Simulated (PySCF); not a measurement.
## How exact exchange moves a shielding

Molecule: `C(C)B(C)P`, C$_{3}$H$_{10}$BP.

Mapped SMILES: `[CH3:1][CH2:2][B:3]([CH3:4])[PH2:5]`. Hydrogens are named by the atom that carries them.

GIAO shieldings (ppm, equivalent atoms averaged) in PySCF 2.14.0 with density-fitted response routines on the PBE0-D3(BJ)/def2-SVP geometry, basis pcSseg-1, gas phase, non-relativistic:

```tsv
functional	exact exchange (%)	σ(C2)	σ(C4)	σ(B3)	σ(P5)
BLYP	0	145.3	159.0	-4.9	469.9
BP86	0	150.3	162.7	0.3	485.1
PBE	0	150.1	162.9	-1.0	486.7
B3LYP	20	151.2	163.3	-0.5	484.3
mPW1PW91	25	156.3	167.1	4.6	500.1
BHandHLYP	50	158.3	168.7	6.4	503.8
HF	100	168.7	176.6	21.6	536.4
```

Problem. Fit each shielding as a line in the percentage of exact exchange.

Solution. σ(C2) = 148.7 + 0.20 x (rms 1.9 ppm); σ(C4) = 161.6 + 0.15 x (rms 1.4 ppm); σ(B3) = -2.6 + 0.23 x (rms 2.1 ppm); σ(P5) = 479.8 + 0.55 x (rms 6.3 ppm). The functionals also differ in their semilocal parts, which the line can't hold; Hartree–Fock has no correlation at all.

Problem. What does the line predict for PBE0 (25 %), and what does the run give?

Solution. σ(C2): 153.7 predicted, 156.9 computed; σ(C4): 165.3 predicted, 167.8 computed; σ(B3): 3.1 predicted, 4.3 computed; σ(P5): 493.6 predicted, 503.8 computed ppm.
